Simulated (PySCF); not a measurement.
H4GeSeZn (SMILES [GeH3][Zn][SeH]), singlet, geometry from GFN2-xTB (such geometries of metal compounds can be far from the true shape), atoms displaced at random by about 0.08 Å a coordinate; R2SCAN/STO-3G, gradient (PySCF).

PySCF was given this input:
```python
from pyscf import gto, scf, dft

mol = gto.Mole()
mol.atom = '''
    Zn    0.455605   -0.281013    0.271747
    Se    0.694004    1.294058   -1.741155
    H     2.141883    1.401001   -1.923872
    Ge   -1.091666   -1.133631    1.694766
    H    -1.492562   -2.521134    1.272713
    H    -0.729490   -1.275201    3.245171
    H    -2.549064   -0.517019    1.831795
'''
mol.basis = 'sto-3g'
mol.charge = 0
mol.spin = 0
mol.verbose = 4
mol.build()

mf = dft.RKS(mol)
mf.xc = 'r2scan'
mf.kernel()
g = mf.nuc_grad_method()
grad = g.kernel()
```

The log (banner, timings and long lists left out):

```
PySCF version 2.14.0

[INPUT] verbose = 4
[INPUT] num. atoms = 7
[INPUT] num. electrons = 100
[INPUT] charge = 0
[INPUT] spin (= nelec alpha-beta = 2S) = 0
[INPUT] symmetry False subgroup None
[INPUT] Mole.unit = angstrom
[INPUT] Symbol           X                Y                Z      unit          X                Y                Z       unit  Magmom
[INPUT]  1 Zn     0.455605000000  -0.281013000000   0.271747000000 AA    0.860968670982  -0.531037607442   0.513527405172 Bohr   0.0
[INPUT]  2 Se     0.694004000000   1.294058000000  -1.741155000000 AA    1.311477489353   2.445415209302  -3.290306090417 Bohr   0.0
[INPUT]  3 H      2.141883000000   1.401001000000  -1.923872000000 AA    4.047572260862   2.647508190242  -3.635591178719 Bohr   0.0
[INPUT]  4 Ge    -1.091666000000  -1.133631000000   1.694766000000 AA   -2.062949759499  -2.142252116317   3.202643585225 Bohr   0.0
[INPUT]  5 H     -1.492562000000  -2.521134000000   1.272713000000 AA   -2.820533403933  -4.764252783329   2.405079005174 Bohr   0.0
[INPUT]  6 H     -0.729490000000  -1.275201000000   3.245171000000 AA   -1.378536310609  -2.409780643771   6.132484417381 Bohr   0.0
[INPUT]  7 H     -2.549064000000  -0.517019000000   1.831795000000 AA   -4.817032833988  -0.977024311197   3.461590866348 Bohr   0.0

nuclear repulsion = 638.353084064742
number of shells = 28
number of NR pGTOs = 174
number of NR cGTOs = 58
basis = sto-3g
ecp = {}

******** <class 'pyscf.dft.rks.RKS'> ********
method = RKS
initial guess = minao
damping factor = 0
level_shift factor = 0
DIIS = <class 'pyscf.scf.diis.CDIIS'>
diis_start_cycle = 1
diis_space = 8
diis_damp = 0
SCF conv_tol = 1e-09
SCF conv_tol_grad = None
SCF max_cycles = 50
direct_scf = True
direct_scf_tol = 1e-13
XC library pyscf.dft.libxc version 7.1.2
    S. Lehtola, C. Steigemann, M. J. T. Oliveira, and M. A. L. Marques,  SoftwareX 7, 1–5 (2018)
XC functionals = r2scan
    J. W. Furness, A. D. Kaplan, J. Ning, J. P. Perdew, and J. Sun,  J. Phys. Chem. Lett. 11, 8208–8215 (2020)
    J. W. Furness, A. D. Kaplan, J. Ning, J. P. Perdew, and J. Sun,  J. Phys. Chem. Lett. 11, 9248–9248 (2020)
    J. W. Furness, A. D. Kaplan, J. Ning, J. P. Perdew, and J. Sun,  J. Phys. Chem. Lett. 11, 8208–8215 (2020)
    J. W. Furness, A. D. Kaplan, J. Ning, J. P. Perdew, and J. Sun,  J. Phys. Chem. Lett. 11, 9248–9248 (2020)
radial grids:
    Treutler-Ahlrichs [JCP 102, 346 (1995); DOI:10.1063/1.469408] (M4) radial grids

becke partition: Becke, JCP 88, 2547 (1988); DOI:10.1063/1.454033
pruning grids: <function nwchem_prune>
grids dens level: 3
symmetrized grids: False
atomic radii adjust function: <function treutler_atomic_radii_adjust>
small_rho_cutoff = 0
Set gradient conv threshold to 3.16228e-05
Initial guess from minao.
tot grids = 100936
init E= -6181.62495892739
  HOMO = -0.276202233214321  LUMO = -0.266065649346788  gap/eV = 0.27583
cycle= 1 E= -6162.32764088161  delta_E= 19.3  |g|= 7.61  |ddm|= 8.39
  HOMO = 0.213513266158665  LUMO = 0.224864924185919  gap/eV = 0.30889
cycle= 2 E= -6141.47114302975  delta_E= 20.9  |g|= 9.45  |ddm|= 10.5
  HOMO = -0.229442476902622  LUMO = -0.227443478534892  gap/eV = 0.05440
cycle= 3 E= -6144.29979893352  delta_E= -2.83  |g|= 4.49  |ddm|= 9.35
  HOMO = 0.628729979012688  LUMO = 0.63476856904216  gap/eV = 0.16432
cycle= 4 E= -6178.06023518316  delta_E= -33.8  |g|= 3.56  |ddm|= 13.1
  HOMO = -0.0781005088165051  LUMO = -0.0680943430776332  gap/eV = 0.27228
cycle= 5 E= -6182.66184255949  delta_E= -4.6  |g|= 1.72  |ddm|= 5.53
  HOMO = 0.338048941613063  LUMO = 0.341282090960896  gap/eV = 0.08798
cycle= 6 E= -6151.64514228416  delta_E=   31  |g|= 4.12  |ddm|= 13.7
  HOMO = -0.0513656362727573  LUMO = 0.0286446669423182  gap/eV = 2.17719
cycle= 7 E= -6182.18805519246  delta_E= -30.5  |g|= 2.27  |ddm|= 10.7
  HOMO = -0.0992577969575793  LUMO = 0.00215992086432526  gap/eV = 2.75972
cycle= 8 E= -6188.50547132773  delta_E= -6.32  |g|= 0.992  |ddm|= 6.05

WARN: HOMO 0.0216017861522025 == LUMO 0.0220957612687863

cycle= 9 E= -6174.72475412137  delta_E= 13.8  |g|=  8.1  |ddm|= 4.88

WARN: HOMO 0.0420546321466888 == LUMO 0.0428330295924567

cycle= 10 E= -6172.13358896905  delta_E= 2.59  |g|= 8.61  |ddm|= 0.807

WARN: HOMO 0.0660604578771219 == LUMO 0.0669264655254102

cycle= 11 E= -6169.00223656927  delta_E= 3.13  |g|= 8.57  |ddm|= 0.92
  HOMO = -0.0174305198258841  LUMO = -0.0162608233508999  gap/eV = 0.03183
cycle= 12 E= -6177.79849447341  delta_E= -8.8  |g|= 6.48  |ddm|= 2.99
  HOMO = 0.0169914551462906  LUMO = 0.0195272207007745  gap/eV = 0.06900
cycle= 13 E= -6175.73844956003  delta_E= 2.06  |g|= 7.74  |ddm|= 2.82
  HOMO = 0.0751020878916974  LUMO = 0.082522721111716  gap/eV = 0.20193
cycle= 14 E= -6150.6894725415  delta_E=   25  |g|=   11  |ddm|= 5.94
  HOMO = 0.349736625106505  LUMO = 0.370023956184295  gap/eV = 0.55205
cycle= 15 E= -6155.80418029508  delta_E= -5.11  |g|= 4.81  |ddm|= 8.53

WARN: HOMO -0.0353263170258511 == LUMO -0.0350489933989509

cycle= 16 E= -6188.03683869018  delta_E= -32.2  |g|= 1.07  |ddm|= 9.26
  HOMO = -0.0883219301310172  LUMO = -0.0427881714064406  gap/eV = 1.23904
cycle= 17 E= -6187.87528907808  delta_E= 0.162  |g|= 1.19  |ddm|= 5.31
  HOMO = 0.0465425144859851  LUMO = 0.0548347847948582  gap/eV = 0.22564
cycle= 18 E= -6188.93614657583  delta_E= -1.06  |g|= 0.669  |ddm|= 3.58
  HOMO = 0.0225038200089642  LUMO = 0.0346082124253789  gap/eV = 0.32938
cycle= 19 E= -6188.74000837956  delta_E= 0.196  |g|= 0.809  |ddm|= 3.08
  HOMO = -0.00748987969594878  LUMO = 0.0093056160920319  gap/eV = 0.45703
cycle= 20 E= -6189.12278911724  delta_E= -0.383  |g|= 0.185  |ddm|= 2.99
  HOMO = 0.00658355164419466  LUMO = 0.0135660259313764  gap/eV = 0.19000
cycle= 21 E= -6186.08736236167  delta_E= 3.04  |g|= 1.91  |ddm|= 4.34
  HOMO = 0.00615489645098594  LUMO = 0.0204966173057802  gap/eV = 0.39026
cycle= 22 E= -6185.95960290169  delta_E= 0.128  |g|= 2.05  |ddm|= 0.281
  HOMO = 0.00487073857897685  LUMO = 0.00785711474896333  gap/eV = 0.08126
cycle= 23 E= -6186.06665346951  delta_E= -0.107  |g|= 1.95  |ddm|= 0.255
  HOMO = 0.00307945268401122  LUMO = 0.00435572580327792  gap/eV = 0.03473
cycle= 24 E= -6188.83923837735  delta_E= -2.77  |g|= 0.643  |ddm|= 3.14
  HOMO = -0.00879617547036393  LUMO = -0.00399611478914302  gap/eV = 0.13062
cycle= 25 E= -6188.79644307883  delta_E= 0.0428  |g|= 0.735  |ddm|= 1.06
  HOMO = -0.0324487655757953  LUMO = -0.0299912279804156  gap/eV = 0.06687
cycle= 26 E= -6188.98416011488  delta_E= -0.188  |g|= 0.645  |ddm|=  3.1

WARN: HOMO -0.0249503230787522 == LUMO -0.0240870957104299

cycle= 27 E= -6188.90836169926  delta_E= 0.0758  |g|= 0.532  |ddm|= 2.99
  HOMO = -0.0222894157034499  LUMO = -0.00583419387773598  gap/eV = 0.44777
cycle= 28 E= -6188.86141059138  delta_E= 0.047  |g|= 0.594  |ddm|= 0.934
  HOMO = -0.0315592291520515  LUMO = -0.00746105909323852  gap/eV = 0.65574
cycle= 29 E= -6189.10054046142  delta_E= -0.239  |g|= 0.321  |ddm|= 3.03
  HOMO = -0.0542225327560208  LUMO = -0.0277226766261777  gap/eV = 0.72110
cycle= 30 E= -6188.95428294046  delta_E= 0.146  |g|= 0.69  |ddm|= 1.01
  HOMO = -0.0235802044950936  LUMO = -0.0151493088603428  gap/eV = 0.22942
cycle= 31 E= -6189.08362750577  delta_E= -0.129  |g|= 0.349  |ddm|= 2.37
  HOMO = -0.0261505991715589  LUMO = -0.0180600508611489  gap/eV = 0.22016
cycle= 32 E= -6189.13234946964  delta_E= -0.0487  |g|= 0.158  |ddm|= 2.99
  HOMO = -0.0285998480952844  LUMO = -0.0163818811124495  gap/eV = 0.33247
cycle= 33 E= -6189.11246504859  delta_E= 0.0199  |g|= 0.245  |ddm|= 2.95
  HOMO = -0.0229363323903694  LUMO = -0.0171326755172304  gap/eV = 0.15793
cycle= 34 E= -6188.98033970615  delta_E= 0.132  |g|= 0.509  |ddm|= 1.26
  HOMO = -0.0267679346638918  LUMO = -0.0252276837870883  gap/eV = 0.04191
cycle= 35 E= -6189.04483845789  delta_E= -0.0645  |g|= 0.518  |ddm|= 2.88
  HOMO = -0.0226347827384599  LUMO = -0.0135950460187601  gap/eV = 0.24598
cycle= 36 E= -6188.98425696517  delta_E= 0.0606  |g|= 0.509  |ddm|= 2.86
  HOMO = -0.0224956823344054  LUMO = -0.012524851629619  gap/eV = 0.27132
cycle= 37 E= -6188.98464504398  delta_E= -0.000388  |g|= 0.516  |ddm|= 0.111
  HOMO = -0.0361613654924672  LUMO = -0.0202473259717921  gap/eV = 0.43304
cycle= 38 E= -6189.0725831856  delta_E= -0.0879  |g|= 0.442  |ddm|= 2.61
  HOMO = -0.0383533328165915  LUMO = -0.0241792855992625  gap/eV = 0.38570
cycle= 39 E= -6189.09224124136  delta_E= -0.0197  |g|= 0.374  |ddm|= 1.29
  HOMO = -0.0384974343676545  LUMO = -0.0241765117518548  gap/eV = 0.38969
cycle= 40 E= -6189.08190150094  delta_E= 0.0103  |g|= 0.408  |ddm|= 0.376
  HOMO = -0.0245954029985742  LUMO = -0.00939429023494448  gap/eV = 0.41364
cycle= 41 E= -6189.07943156345  delta_E= 0.00247  |g|= 0.384  |ddm|= 1.65
  HOMO = -0.0363210758354749  LUMO = -0.0224283469771723  gap/eV = 0.37804
cycle= 42 E= -6189.12860688099  delta_E= -0.0492  |g|= 0.164  |ddm|= 2.98
  HOMO = -0.0301804421548809  LUMO = -0.025028679487484  gap/eV = 0.14019
cycle= 43 E= -6189.04411540452  delta_E= 0.0845  |g|= 0.517  |ddm|= 1.73
  HOMO = -0.0318867631713429  LUMO = -0.0256839313708744  gap/eV = 0.16879
cycle= 44 E= -6189.02336378574  delta_E= 0.0208  |g|= 0.563  |ddm|= 0.222
  HOMO = -0.0296516669422738  LUMO = -0.0255527526975349  gap/eV = 0.11154
cycle= 45 E= -6189.02543586867  delta_E= -0.00207  |g|= 0.562  |ddm|= 0.221
  HOMO = -0.0223674829250041  LUMO = -0.0189471125681689  gap/eV = 0.09307
cycle= 46 E= -6188.89943107822  delta_E= 0.126  |g|= 0.547  |ddm|= 2.99
  HOMO = -0.0362971812040911  LUMO = -0.0222817756680644  gap/eV = 0.38138
cycle= 47 E= -6189.07202967161  delta_E= -0.173  |g|= 0.443  |ddm|= 2.96
  HOMO = -0.0265368619970824  LUMO = -0.0225670037051653  gap/eV = 0.10803
cycle= 48 E= -6189.07649194734  delta_E= -0.00446  |g|= 0.425  |ddm|= 0.583
  HOMO = -0.0295284339109879  LUMO = -0.0214257274264966  gap/eV = 0.22049
cycle= 49 E= -6189.13258010361  delta_E= -0.0561  |g|= 0.16  |ddm|= 2.29
  HOMO = -0.0239646474575645  LUMO = -0.0223207583723422  gap/eV = 0.04473
cycle= 50 E= -6189.0830227612  delta_E= 0.0496  |g|= 0.404  |ddm|=  1.6
SCF not converged.
SCF energy = -6189.0830227612

WARN: Ground state RKS not converged

******** <class 'pyscf.grad.rks.Gradients'> for <class 'pyscf.dft.rks.RKS'> ********
unit = Eh/Bohr
grid_response = False
--------------- RKS gradients ---------------
         x                y                z
0 Zn     0.0250204751    -0.0172443111     0.0107312244
1 Se     0.0095108291     0.0310690533    -0.0407490766
2 H     0.0013704036     0.0064665802    -0.0076261731
3 Ge     0.0157879203    -0.0039877901    -0.0149844148
4 H    -0.0115981327    -0.0284150886    -0.0117773640
5 H     0.0095387468    -0.0034830017     0.0553686671
6 H    -0.0518035220     0.0162122578     0.0072449956
----------------------------------------------
```

Convergence was not reached.
